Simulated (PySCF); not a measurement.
I5Ta, charge +1, doublet, at a GFN2-xTB geometry (such geometries of metal compounds can be far from the true shape) (the multiplicity is a formal guess) (core potentials on I, Ta); DF-CAMB3LYP/def2-SV(P) in PySCF.

Here is a job for PySCF.
```python
from pyscf import gto, scf, dft

mol = gto.M(
    atom='''
Ta   -0.00000000   -0.00000000    0.00000000
I     2.26273397   -0.44028405   -1.45316870
I     1.26986559   -1.06679090    2.30053058
I    -1.26986559    1.06679090   -2.30053058
I    -1.91405446   -1.93293682    0.16020326
I    -0.34867950    2.37322087    1.29296544
''',
    basis='def2-sv(p)',
    ecp={'I': 'def2-sv(p)', 'Ta': 'def2-sv(p)'},
    charge=1,
    spin=1,
    verbose=4,
)

mf = dft.UKS(mol)
mf.xc = 'camb3lyp'
mf = mf.density_fit(auxbasis='def2-universal-jkfit')
mf.kernel()
```

Problem. Write the output that PySCF gives for this input, abridged.

Solution. 
```
PySCF version 2.14.0

[INPUT] verbose = 4
[INPUT] num. atoms = 6
[INPUT] num. electrons = 137
[INPUT] charge = 1
[INPUT] spin (= nelec alpha-beta = 2S) = 1
[INPUT] symmetry False subgroup None
[INPUT] Mole.unit = angstrom
[INPUT] Symbol           X                Y                Z      unit          X                Y                Z       unit  Magmom
[INPUT]  1 Ta     0.000000000000   0.000000000000   0.000000000000 AA    0.000000000000   0.000000000000   0.000000000000 Bohr   0.0
[INPUT]  2 I      2.262733970000  -0.440284050000  -1.453168700000 AA    4.275947496050  -0.832016271514  -2.746090855790 Bohr   0.0
[INPUT]  3 I      1.269865590000  -1.066790900000   2.300530580000 AA    2.399698180109  -2.015942633178   4.347372737387 Bohr   0.0
[INPUT]  4 I     -1.269865590000   1.066790900000  -2.300530580000 AA   -2.399698180109   2.015942633178  -4.347372737387 Bohr   0.0
[INPUT]  5 I     -1.914054460000  -1.932936820000   0.160203260000 AA   -3.617038716902  -3.652721205888   0.302740285662 Bohr   0.0
[INPUT]  6 I     -0.348679500000   2.373220870000   1.292965440000 AA   -0.658908760250   4.484737477402   2.443350570128 Bohr   0.0

nuclear repulsion = 1083.70998453028
number of shells = 61
number of NR pGTOs = 355
number of NR cGTOs = 155
basis = def2-sv(p)
ecp = {'I': 'def2-sv(p)', 'Ta': 'def2-sv(p)'}

******** <class 'pyscf.df.df_jk.DFUKS'> ********
method = DFUKS
initial guess = minao
damping factor = 0
level_shift factor = 0
DIIS = <class 'pyscf.scf.diis.CDIIS'>
diis_start_cycle = 1
diis_space = 8
diis_damp = 0
SCF conv_tol = 1e-09
SCF conv_tol_grad = None
SCF max_cycles = 50
direct_scf = False
number electrons alpha = 69  beta = 68
XC library pyscf.dft.libxc version 7.1.2
    S. Lehtola, C. Steigemann, M. J. T. Oliveira, and M. A. L. Marques,  SoftwareX 7, 1–5 (2018)
XC functionals = camb3lyp
    T. Yanai, D. P. Tew, and N. C. Handy,  Chem. Phys. Lett. 393, 51 (2004)
radial grids:
    Treutler-Ahlrichs [JCP 102, 346 (1995); DOI:10.1063/1.469408] (M4) radial grids

becke partition: Becke, JCP 88, 2547 (1988); DOI:10.1063/1.454033
pruning grids: <function nwchem_prune>
grids dens level: 3
symmetrized grids: False
atomic radii adjust function: <function treutler_atomic_radii_adjust>
small_rho_cutoff = 0
Set gradient conv threshold to 3.16228e-05
tot grids = 133800
******** <class 'pyscf.df.df.DF'> ********
auxbasis = def2-universal-jkfit
Create RSH-DF object <pyscf.df.df.DF object> for omega=0.33
******** <class 'pyscf.df.df.DF'> ********
auxbasis = auxmol.basis = def2-universal-jkfit
init E= -1372.03082976429

cycle= 1 E= -1540.29944343063  delta_E= -168  |g|= 4.06  |ddm|= 14.5
cycle= 2 E= -1539.96313429935  delta_E= 0.336  |g|= 3.43  |ddm|= 10.7
cycle= 3 E= -1543.05011601915  delta_E= -3.09  |g|= 1.66  |ddm|= 4.83
cycle= 4 E= -1545.05621817566  delta_E= -2.01  |g|= 0.68  |ddm|= 2.93
cycle= 5 E= -1545.26314660254  delta_E= -0.207  |g|= 0.296  |ddm|= 0.961
cycle= 6 E= -1545.32219884883  delta_E= -0.0591  |g|= 0.108  |ddm|= 0.606
cycle= 7 E= -1545.3301963174  delta_E= -0.008  |g|= 0.022  |ddm|= 0.173
cycle= 8 E= -1545.33054568745  delta_E= -0.000349  |g|= 0.0119  |ddm|= 0.0354
cycle= 9 E= -1545.33068227702  delta_E= -0.000137  |g|= 0.00711  |ddm|= 0.0245
cycle= 10 E= -1545.33077870811  delta_E= -9.64e-05  |g|= 0.00233  |ddm|= 0.0227
cycle= 11 E= -1545.33081799991  delta_E= -3.93e-05  |g|= 0.00207  |ddm|= 0.0195
cycle= 12 E= -1545.33083659808  delta_E= -1.86e-05  |g|= 0.0013  |ddm|= 0.0114
cycle= 13 E= -1545.33085863398  delta_E= -2.2e-05  |g|= 0.00127  |ddm|= 0.0171
cycle= 14 E= -1545.33087004284  delta_E= -1.14e-05  |g|= 0.00125  |ddm|= 0.00927
cycle= 15 E= -1545.33088590058  delta_E= -1.59e-05  |g|= 0.00124  |ddm|= 0.0129
cycle= 16 E= -1545.3308967972  delta_E= -1.09e-05  |g|= 0.00124  |ddm|= 0.00892
cycle= 17 E= -1545.33092771352  delta_E= -3.09e-05  |g|= 0.00115  |ddm|= 0.0253
cycle= 18 E= -1545.33090948442  delta_E= 1.82e-05  |g|= 0.00113  |ddm|= 0.0151
cycle= 19 E= -1545.33091615778  delta_E= -6.67e-06  |g|= 0.00128  |ddm|= 0.00598
cycle= 20 E= -1545.33098470142  delta_E= -6.85e-05  |g|= 0.001  |ddm|= 0.0567
cycle= 21 E= -1545.33100956155  delta_E= -2.49e-05  |g|= 0.00111  |ddm|= 0.0216
cycle= 22 E= -1545.33107111975  delta_E= -6.16e-05  |g|= 0.000785  |ddm|= 0.0563
cycle= 23 E= -1545.33101679104  delta_E= 5.43e-05  |g|= 0.00238  |ddm|= 0.0472
cycle= 24 E= -1545.33111397885  delta_E= -9.72e-05  |g|= 0.00283  |ddm|= 0.0967
cycle= 25 E= -1545.33113658121  delta_E= -2.26e-05  |g|= 0.00303  |ddm|= 0.0286
cycle= 26 E= -1545.33116614849  delta_E= -2.96e-05  |g|= 0.00145  |ddm|= 0.0317
cycle= 27 E= -1545.33117835269  delta_E= -1.22e-05  |g|= 0.00213  |ddm|= 0.0253
cycle= 28 E= -1545.33119104437  delta_E= -1.27e-05  |g|= 0.004  |ddm|= 0.124
cycle= 29 E= -1545.33118834506  delta_E= 2.7e-06  |g|= 0.00273  |ddm|= 0.101
cycle= 30 E= -1545.33120831725  delta_E= -2e-05  |g|= 0.00138  |ddm|= 0.038
cycle= 31 E= -1545.33121488798  delta_E= -6.57e-06  |g|= 0.000403  |ddm|= 0.0233
cycle= 32 E= -1545.331216293  delta_E= -1.41e-06  |g|= 0.000525  |ddm|= 0.0237
cycle= 33 E= -1545.33121692917  delta_E= -6.36e-07  |g|= 0.000268  |ddm|= 0.00795
cycle= 34 E= -1545.33121677539  delta_E= 1.54e-07  |g|= 0.000125  |ddm|= 0.00337
cycle= 35 E= -1545.33121723648  delta_E= -4.61e-07  |g|= 5.58e-05  |ddm|= 0.0101
cycle= 36 E= -1545.33121731542  delta_E= -7.89e-08  |g|= 4.63e-05  |ddm|= 0.0021
cycle= 37 E= -1545.33121740791  delta_E= -9.25e-08  |g|= 5.95e-05  |ddm|= 0.0033
cycle= 38 E= -1545.33121742871  delta_E= -2.08e-08  |g|= 4.47e-05  |ddm|= 0.00158
cycle= 39 E= -1545.33121743713  delta_E= -8.42e-09  |g|= 5.21e-05  |ddm|= 0.000548
cycle= 40 E= -1545.33121745106  delta_E= -1.39e-08  |g|= 4.69e-05  |ddm|= 0.000498
cycle= 41 E= -1545.3312174503  delta_E= 7.67e-10  |g|= 4.56e-05  |ddm|= 0.000613
cycle= 42 E= -1545.3312174571  delta_E= -6.8e-09  |g|= 4.5e-05  |ddm|= 0.000343
cycle= 43 E= -1545.3312174556  delta_E= 1.5e-09  |g|= 4.54e-05  |ddm|= 0.000545
cycle= 44 E= -1545.33121743811  delta_E= 1.75e-08  |g|= 4.38e-05  |ddm|= 0.000591
cycle= 45 E= -1545.33121745674  delta_E= -1.86e-08  |g|= 4.7e-05  |ddm|= 0.000433
cycle= 46 E= -1545.33121738921  delta_E= 6.75e-08  |g|= 3.85e-05  |ddm|= 0.00234
cycle= 47 E= -1545.33121734548  delta_E= 4.37e-08  |g|= 2.19e-05  |ddm|= 0.00231
cycle= 48 E= -1545.33121732744  delta_E= 1.8e-08  |g|= 1.93e-05  |ddm|= 0.00121
cycle= 49 E= -1545.33121733023  delta_E= -2.8e-09  |g|= 1.35e-05  |ddm|= 0.00139
cycle= 50 E= -1545.33121733985  delta_E= -9.62e-09  |g|= 1.42e-05  |ddm|= 0.00112
SCF not converged.
SCF energy = -1545.33121733985 after 50 cycles  <S^2> = 0.78179776  2S+1 = 2.0315489
```

The run did not converge; its last values are not results.
